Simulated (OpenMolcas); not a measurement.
## Au6+: effect of the IPEA shift

```
Program             : OpenMolcas 26.06
Basis               : ANO-RCC-VTZP [8s7p5d3f1g]
Scalar Hamiltonian  : DKH2, point nucleus
Active space        : 5 electrons in 10 orbitals (5d 6d)
State averaging     : 2S+1 = 6 even, 1 root; 2S+1 = 4 even, 24 roots; 2S+1 = 2 even, 75 roots
Spin-orbit coupling : RASSI with atomic mean-field integrals over the reference wave functions, term energies averaged over their components
```

Methods on the same reference wave functions:
A. CASSCF
B. MS-CASPT2, IPEA 0 Eh, imaginary shift 0.1 Eh (closed shells correlated: 5s 5p)
C. MS-CASPT2, IPEA 0.25 Eh, imaginary shift 0.1 Eh (closed shells correlated: 5s 5p)

Energies in eV above 5d5 6S 5/2.

| Level | A | B | C |
| --- | --- | --- | --- |
| 5d5 6S 5/2 [74 %] | 0.0000 | 0.0000 | 0.0000 |
| 5d5 4G 7/2 [55 %] | 3.7842 | 3.411 | 3.429 |
| 5d5 4G 11/2 [68 %] | 4.0031 | 3.693 | 3.710 |
| 5d5 4G 9/2 [74 %] | 4.2347 | 3.900 | 3.914 |
| 5d5 4P 1/2 [59 %] | 4.5708 | 4.118 | 4.142 |
| 5d5 2I 11/2 [67 %] | 5.9110 | 5.587 | 5.611 |
| 5d5 4D 1/2 [68 %] | 6.0574 | 5.575 | 5.598 |
| 5d5 2I 13/2 | 6.5496 | 6.225 | 6.252 |
| 5d5 2H 9/2 [52 %] | 7.6396 | 7.139 | 7.166 |
| 5d5 2G 7/2(1) [57 %] | 7.9775 | 7.276 | 7.325 |
| 5d5 2F 7/2(1) [54 %] | 8.6518 | 8.031 | 8.081 |
| 5d5 2S 1/2 [73 %] | 9.1638 | 8.183 | 8.252 |
| 5d5 2H 11/2 [67 %] | 9.3071 | 8.899 | 8.933 |
| 5d5 2D 3/2(2) [69 %] | 10.2162 | 9.332 | 9.389 |
| 5d5 2G 9/2(2) | 11.3146 | 10.387 | 10.445 |
| 5d5 2G 7/2(2) [74 %] | 11.7776 | 10.855 | 10.914 |
| 5d5 2P 3/2 | 12.7804 | 11.388 | 11.460 |
| 5d5 2P 1/2 | 13.7019 | 12.333 | 12.409 |
| 5d5 2D 5/2(3) | 14.7112 | 13.445 | 13.495 |
| 5d5 2D 3/2(3) [74 %] | 15.1877 | 13.861 | 13.916 |

Between B and C the level of the table that moves most is 5d5 2P 1/2, by 610 cm-1 (lowest in B, highest in C). Moves below CASPT2's spread within the term are not significant.

From A to B the spin-free energies of the other terms of 5d5 shown, above 6S, scale by factors of 0.86 to 0.92, as is usual when dynamic correlation screens the repulsion within a d or f shell.

The lowest spin-free term lies below A's lowest term by 0.266 hartree in B, 0.259 hartree in C.

CASPT2 does not keep the components of a term degenerate, so their means are used; among the terms shown or strongly mixed into the levels shown the widest spread is 510 cm-1 (5d5 4F, C). Active for correlation alone: 6d; no level in the range computed is led by a configuration that fills it, so any true level of that kind is missing. Without dynamic correlation excited terms often stand tens of per cent too high (terms of higher spin than the ground term too low), and those without a measured partner can miss by more than the paired ones (holds for A). Blocks of more than 70 roots (2S+1 = 2 even) ran without multistate coupling (holds for B; C). Only configurations of the active space appear. Levels that lie high or do not pair safely by name in every column are left out.

A share in square brackets marks a mixed level and gives the weight of the term that names it, the lowest over the columns. A number in round brackets counts repeated terms of one configuration in the order of the reference energies.
